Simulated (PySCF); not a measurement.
## Basis-set dependence of population analyses: `BO[C@H]1BOC=C1`

Species: C₃H₆B₂O₂.
Cartesian coordinates in Å at the PBE0-D3(BJ)/def2-SVP level; atoms count from 1:
```
atom  x, y, z in Å
B1     2.2434    0.7468   -0.8356
O2     0.9051    0.7471   -0.7635
C3     0.1765   -0.0490    0.1500
B4    -0.7880    0.7461    1.1467
O5    -2.0288    0.1864    1.0778
C6    -2.0049   -0.8089    0.1118
C7    -0.8236   -0.9739   -0.4864
H8     2.8916    0.0248   -0.1033
H9     2.7453    1.4836   -1.6507
H10    0.8832   -0.6493    0.7663
H11   -0.5638    1.6581    1.8966
H12   -2.9485   -1.3354   -0.0341
H13   -0.6075   -1.7015   -1.2690
```

PBE0 throughout (PySCF), one geometry, spherical d and f functions. Geometry: PBE0-D3(BJ)/def2-SVP, one conformer, isolated molecule. The first 7 of 12 kinds of atom are listed.

Mulliken charges (e):

```csv
basis,functions,B1,O2,C3,B4,O5,C6,C7
STO-3G,41,+0.162,-0.214,-0.067,+0.270,-0.202,+0.012,-0.111
6-31G,75,+0.302,-0.493,-0.253,+0.550,-0.522,+0.051,-0.126
pcSseg-0,75,+0.282,-0.605,-0.449,+0.709,-0.632,+0.044,-0.178
6-31G*,110,+0.165,-0.363,-0.115,+0.370,-0.396,+0.058,-0.202
cc-pVDZ,128,+0.067,-0.149,+0.083,+0.156,-0.141,+0.136,-0.089
def2-SVP,128,+0.101,-0.211,+0.091,+0.159,-0.192,+0.142,-0.114
aug-cc-pVDZ,215,-0.999,-0.633,+1.082,-0.378,-0.557,+0.683,+0.347
"6-311+G(2d,p)",225,+0.151,-0.230,-0.391,+0.491,-0.460,-0.041,+0.070
def2-TZVP,253,+0.045,-0.223,+0.095,+0.148,-0.235,+0.035,-0.248
cc-pVTZ,294,+0.014,-0.193,+0.168,+0.115,-0.192,+0.043,-0.241
IGLO-III,305,+0.320,-0.384,-0.054,+0.482,-0.411,+0.081,-0.112
```

IAO charges (e):

```json
{"basis": "STO-3G", "functions": "41", "B1": "+0.081", "O2": "-0.211", "C3": "-0.132", "B4": "+0.226", "O5": "-0.202", "C6": "-0.014", "C7": "-0.177"}
{"basis": "6-31G", "functions": "75", "B1": "+0.108", "O2": "-0.318", "C3": "-0.098", "B4": "+0.287", "O5": "-0.325", "C6": "+0.022", "C7": "-0.206"}
{"basis": "pcSseg-0", "functions": "75", "B1": "+0.103", "O2": "-0.306", "C3": "-0.099", "B4": "+0.283", "O5": "-0.316", "C6": "+0.034", "C7": "-0.210"}
{"basis": "6-31G*", "functions": "110", "B1": "+0.144", "O2": "-0.338", "C3": "-0.071", "B4": "+0.313", "O5": "-0.344", "C6": "+0.050", "C7": "-0.211"}
{"basis": "cc-pVDZ", "functions": "128", "B1": "+0.123", "O2": "-0.328", "C3": "-0.070", "B4": "+0.297", "O5": "-0.334", "C6": "+0.048", "C7": "-0.215"}
{"basis": "def2-SVP", "functions": "128", "B1": "+0.132", "O2": "-0.327", "C3": "-0.071", "B4": "+0.302", "O5": "-0.333", "C6": "+0.051", "C7": "-0.209"}
{"basis": "aug-cc-pVDZ", "functions": "215", "B1": "+0.128", "O2": "-0.337", "C3": "-0.071", "B4": "+0.305", "O5": "-0.344", "C6": "+0.047", "C7": "-0.220"}
{"basis": "6-311+G(2d,p)", "functions": "225", "B1": "+0.134", "O2": "-0.341", "C3": "-0.074", "B4": "+0.310", "O5": "-0.348", "C6": "+0.048", "C7": "-0.220"}
{"basis": "def2-TZVP", "functions": "253", "B1": "+0.137", "O2": "-0.343", "C3": "-0.072", "B4": "+0.313", "O5": "-0.349", "C6": "+0.050", "C7": "-0.221"}
{"basis": "cc-pVTZ", "functions": "294", "B1": "+0.136", "O2": "-0.341", "C3": "-0.072", "B4": "+0.311", "O5": "-0.347", "C6": "+0.049", "C7": "-0.221"}
{"basis": "IGLO-III", "functions": "305", "B1": "+0.136", "O2": "-0.343", "C3": "-0.074", "B4": "+0.312", "O5": "-0.349", "C6": "+0.048", "C7": "-0.221"}
```

Hirshfeld charges (e):

```json
{"basis": "STO-3G", "functions": "41", "B1": "+0.117", "O2": "-0.093", "C3": "+0.029", "B4": "+0.157", "O5": "-0.078", "C6": "+0.037", "C7": "-0.063"}
{"basis": "6-31G", "functions": "75", "B1": "+0.142", "O2": "-0.150", "C3": "-0.004", "B4": "+0.189", "O5": "-0.152", "C6": "+0.033", "C7": "-0.075"}
{"basis": "pcSseg-0", "functions": "75", "B1": "+0.144", "O2": "-0.135", "C3": "-0.010", "B4": "+0.186", "O5": "-0.139", "C6": "+0.039", "C7": "-0.072"}
{"basis": "6-31G*", "functions": "110", "B1": "+0.146", "O2": "-0.145", "C3": "-0.004", "B4": "+0.194", "O5": "-0.145", "C6": "+0.033", "C7": "-0.077"}
{"basis": "cc-pVDZ", "functions": "128", "B1": "+0.144", "O2": "-0.127", "C3": "-0.018", "B4": "+0.189", "O5": "-0.129", "C6": "+0.032", "C7": "-0.079"}
{"basis": "def2-SVP", "functions": "128", "B1": "+0.149", "O2": "-0.134", "C3": "-0.018", "B4": "+0.194", "O5": "-0.136", "C6": "+0.036", "C7": "-0.078"}
{"basis": "aug-cc-pVDZ", "functions": "215", "B1": "+0.159", "O2": "-0.154", "C3": "-0.028", "B4": "+0.206", "O5": "-0.153", "C6": "+0.031", "C7": "-0.083"}
{"basis": "6-311+G(2d,p)", "functions": "225", "B1": "+0.167", "O2": "-0.160", "C3": "-0.026", "B4": "+0.210", "O5": "-0.159", "C6": "+0.032", "C7": "-0.081"}
{"basis": "def2-TZVP", "functions": "253", "B1": "+0.161", "O2": "-0.153", "C3": "-0.025", "B4": "+0.206", "O5": "-0.153", "C6": "+0.032", "C7": "-0.081"}
{"basis": "cc-pVTZ", "functions": "294", "B1": "+0.159", "O2": "-0.147", "C3": "-0.024", "B4": "+0.203", "O5": "-0.148", "C6": "+0.032", "C7": "-0.081"}
{"basis": "IGLO-III", "functions": "305", "B1": "+0.162", "O2": "-0.155", "C3": "-0.027", "B4": "+0.207", "O5": "-0.155", "C6": "+0.032", "C7": "-0.082"}
```

Q: Which scheme is steadiest as the basis changes?

A: Largest range over the bases for any column: Hirshfeld 0.08 e, IAO 0.15 e, Mulliken 1.53 e. Hirshfeld charges move least and Mulliken charges most, counted in e. Without the minimal STO-3G basis the ranges are Hirshfeld 0.03, IAO 0.04, Mulliken 1.53 e.

Q: How much do the charges still move between the two largest bases, cc-pVTZ and IGLO-III?

A: At most, over all atoms: Mulliken 0.368 e, IAO 0.002 e, Hirshfeld 0.008 e.

Q: What do the same runs give for the total energy, the frontier levels and the dipole moment?

A: 
```tsv
basis	energy (Eh)	HOMO (eV)	LUMO (eV)	μ (D)
STO-3G	-313.6878	-5.46	1.54	2.30
6-31G	-317.6214	-7.38	-1.07	2.09
pcSseg-0	-317.0022	-7.72	-1.34	2.24
6-31G*	-317.7237	-7.17	-0.88	1.88
cc-pVDZ	-317.7480	-7.28	-1.06	1.81
def2-SVP	-317.4968	-7.40	-1.12	1.88
aug-cc-pVDZ	-317.7651	-7.38	-1.24	1.70
6-311+G(2d,p)	-317.8214	-7.40	-1.24	1.71
def2-TZVP	-317.8488	-7.38	-1.19	1.72
cc-pVTZ	-317.8394	-7.36	-1.16	1.74
IGLO-III	-317.8550	-7.39	-1.22	1.70
```

The dipole is fixed by the density alone, so its range of 0.60 D shows that the density itself changes with the basis, not only its division among atoms.
